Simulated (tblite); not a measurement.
C3H8Al2Cl3F.
Atom-mapped SMILES: `[CH3:1][CH2:2][CH2:3][Al@@H-:4]1[Cl+:5][Al@@-:6]([F:7])([Cl:8])[Cl+:9]1` (hydrogens: H10, H11, H12 on C1; H13, H14 on C2; H15, H16 on C3; H17 on Al4)

Computed with GFN2-xTB (tblite), gas phase: L-BFGS steps from a force-field or distance-geometry start until the largest atomic force falls under 0.01 eV/Å.

Step 62: E = -853.4076 eV
```
atom  x, y, z in Å  |  force x, y, z in eV/Å
C1     -2.3462    0.7195   -0.3222    0.000  -0.012   0.027
C2     -1.9460   -0.6378    0.2315    0.002  -0.010  -0.014
C3     -0.5950   -0.5444    0.9614   -0.017   0.018   0.005
Al4     0.6135   -0.2200   -0.5741    0.011  -0.004  -0.062
Cl5     2.4335   -1.4624   -0.5350    0.020   0.003   0.003
Al6     3.6816    0.3396   -0.6287    0.017   0.012   0.008
F7      4.3522    0.4837    0.8749   -0.031  -0.002  -0.008
Cl8     4.7221    0.5226   -2.3499   -0.024   0.006   0.007
Cl9     1.8636    1.5882   -0.5459   -0.004  -0.020   0.009
H10    -2.4853    1.4318    0.4872    0.025   0.036   0.004
H11    -1.5543    1.0937   -0.9807    0.006  -0.019   0.033
H12    -3.2731    0.6597   -0.8873    0.015  -0.009  -0.036
H13    -2.7353   -1.0149    0.8868    0.006   0.017   0.037
H14    -1.8513   -1.3441   -0.6000   -0.011  -0.017  -0.036
H15    -0.6744    0.2211    1.7422   -0.009   0.020   0.044
H16    -0.4165   -1.4858    1.5007   -0.004  -0.010  -0.014
H17     0.2040   -0.3384   -2.0627   -0.002  -0.009  -0.007
```

Step 63: E = -853.4081 eV
```
atom  x, y, z in Å  |  force x, y, z in eV/Å
C1     -2.3451    0.7223   -0.3199    0.004  -0.032   0.031
C2     -1.9462   -0.6371    0.2317    0.005   0.000  -0.018
C3     -0.5932   -0.5454    0.9601   -0.041   0.011  -0.005
Al4     0.6138   -0.2241   -0.5772    0.010  -0.003  -0.048
Cl5     2.4356   -1.4639   -0.5307    0.019   0.010  -0.004
Al6     3.6807    0.3408   -0.6290   -0.008   0.008  -0.017
F7      4.3433    0.4889    0.8759   -0.010   0.003   0.031
Cl8     4.7269    0.5238   -2.3460   -0.020   0.004  -0.001
Cl9     1.8599    1.5864   -0.5557    0.000  -0.019   0.009
H10    -2.4862    1.4319    0.4919    0.029   0.036  -0.013
H11    -1.5521    1.0972   -0.9774   -0.001  -0.021   0.051
H12    -3.2706    0.6631   -0.8875    0.012  -0.005  -0.029
H13    -2.7347   -1.0150    0.8885    0.016   0.029   0.024
H14    -1.8552   -1.3419   -0.6021   -0.001  -0.009  -0.016
H15    -0.6710    0.2186    1.7429   -0.009   0.010   0.033
H16    -0.4160   -1.4885    1.4968    0.000  -0.009  -0.009
H17     0.2031   -0.3452   -2.0641   -0.003  -0.013  -0.017
```

Step 64: E = -853.4086 eV
```
atom  x, y, z in Å  |  force x, y, z in eV/Å
C1     -2.3442    0.7258   -0.3156    0.004  -0.039   0.023
C2     -1.9465   -0.6364    0.2312    0.004   0.009  -0.012
C3     -0.5921   -0.5470    0.9584   -0.041   0.003  -0.014
Al4     0.6140   -0.2298   -0.5820    0.000  -0.001  -0.019
Cl5     2.4391   -1.4649   -0.5266    0.015   0.013  -0.011
Al6     3.6797    0.3432   -0.6291   -0.021   0.006  -0.028
F7      4.3321    0.4982    0.8787    0.000   0.006   0.049
Cl8     4.7351    0.5231   -2.3403   -0.018   0.003  -0.006
Cl9     1.8549    1.5839   -0.5702    0.005  -0.018   0.009
H10    -2.4854    1.4330    0.4989    0.028   0.025  -0.029
H11    -1.5501    1.1016   -0.9717   -0.001  -0.019   0.059
H12    -3.2680    0.6684   -0.8863    0.010   0.000  -0.016
H13    -2.7338   -1.0153    0.8895    0.023   0.034   0.009
H14    -1.8591   -1.3386   -0.6062    0.006   0.003   0.010
H15    -0.6673    0.2152    1.7441   -0.012  -0.007   0.011
H16    -0.4154   -1.4924    1.4918    0.000  -0.002  -0.008
H17     0.1999   -0.3560   -2.0662   -0.003  -0.016  -0.030
```

Step 65: E = -853.4091 eV
```
atom  x, y, z in Å  |  force x, y, z in eV/Å
C1     -2.3429    0.7285   -0.3112    0.001  -0.029   0.005
C2     -1.9469   -0.6356    0.2309    0.003   0.010   0.004
C3     -0.5915   -0.5483    0.9563   -0.018  -0.005  -0.015
Al4     0.6138   -0.2354   -0.5874   -0.015   0.000   0.011
Cl5     2.4421   -1.4656   -0.5225    0.008   0.012  -0.016
Al6     3.6774    0.3455   -0.6285   -0.025   0.006  -0.025
F7      4.3223    0.5060    0.8815    0.004   0.009   0.058
Cl8     4.7407    0.5235   -2.3342   -0.011   0.003  -0.018
Cl9     1.8496    1.5811   -0.5843    0.008  -0.012   0.011
H10    -2.4843    1.4348    0.5045    0.021   0.010  -0.037
H11    -1.5472    1.1047   -0.9647    0.010  -0.015   0.053
H12    -3.2643    0.6731   -0.8864    0.006   0.006   0.000
H13    -2.7328   -1.0144    0.8912    0.020   0.030   0.000
H14    -1.8629   -1.3358   -0.6093    0.011   0.012   0.030
H15    -0.6634    0.2117    1.7455   -0.016  -0.023  -0.014
H16    -0.4141   -1.4959    1.4864   -0.003   0.005  -0.008
H17     0.1974   -0.3659   -2.0694   -0.003  -0.021  -0.039
```

Problem. Estimate the geometry and energy of step 66. (The exact step hangs on the optimiser's Hessian estimate; all steps are aligned on step 65, rigid shifts and turns removed.)

Solution. E = -853.4096 eV, largest force 0.049 eV/Å
```
atom  x, y, z in Å  |  force x, y, z in eV/Å
C1     -2.3414    0.7304   -0.3074   -0.002  -0.007  -0.013
C2     -1.9472   -0.6347    0.2309    0.001   0.005   0.020
C3     -0.5912   -0.5495    0.9544    0.015  -0.010  -0.011
Al4     0.6127   -0.2403   -0.5926   -0.025   0.001   0.028
Cl5     2.4441   -1.4659   -0.5192    0.000   0.007  -0.019
Al6     3.6740    0.3477   -0.6272   -0.013   0.009  -0.007
F7      4.3144    0.5124    0.8851   -0.005   0.009   0.043
Cl8     4.7439    0.5243   -2.3284   -0.006   0.003  -0.026
Cl9     1.8440    1.5787   -0.5974    0.009  -0.004   0.015
H10    -2.4822    1.4367    0.5086    0.010  -0.001  -0.035
H11    -1.5436    1.1068   -0.9576    0.025  -0.008   0.036
H12    -3.2602    0.6773   -0.8869   -0.001   0.009   0.011
H13    -2.7315   -1.0129    0.8928    0.007   0.021   0.000
H14    -1.8658   -1.3335   -0.6110    0.013   0.014   0.038
H15    -0.6599    0.2081    1.7468   -0.020  -0.030  -0.033
H16    -0.4125   -1.4988    1.4816   -0.006   0.006  -0.010
H17     0.1954   -0.3748   -2.0740   -0.002  -0.023  -0.037
```

The energy changes by -0.0005 eV. The first-order estimate −F·Δx gives -0.0007 eV and the mean of the old and new forces, exact on a quadratic surface, -0.0005 eV. The step makes an angle of 80° with the force vector and moves no atom by more than 0.014 Å.

The cost below is that of the whole relaxation. The run took 2.1 s on AMD EPYC 9R14, one thread, shared host with 96 logical CPUs at a one-minute load of 44.
